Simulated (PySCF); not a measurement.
WO₂Cl₂, SMILES [O]=[W](=[O])([Cl])[Cl], multiplicity 1. Heavy atoms are numbered as in [W:1](=[O:2])(=[O:3])([Cl:4])[Cl:5].

Coordinates come from a B3LYP-D3(BJ)/def2-SVP optimisation. The spin state was assumed, not searched. The isomer is the one that the SMILES or the coordinates give; other isomers of the formula were not compared. The def2 effective core potentials stand for the cores of W; spin–orbit coupling is left out.

Level of theory: ωB97X/def2-TZVP (PySCF).

Atomic charges (e), one atom of each kind:

```json
[
 {"atom": "W1", "Löwdin": "0.36", "Mulliken": "…"},
 {"atom": "O2", "Löwdin": "-0.26", "Mulliken": "…"},
 {"atom": "Cl4", "Löwdin": "0.08", "Mulliken": "…"}
]
```

Problem. What belongs in the gaps? (Estimate from the structure and the level; the computed values follow.)

Solution. 
- W1, Mulliken: 1.43
- O2, Mulliken: -0.43
- Cl4, Mulliken: -0.28
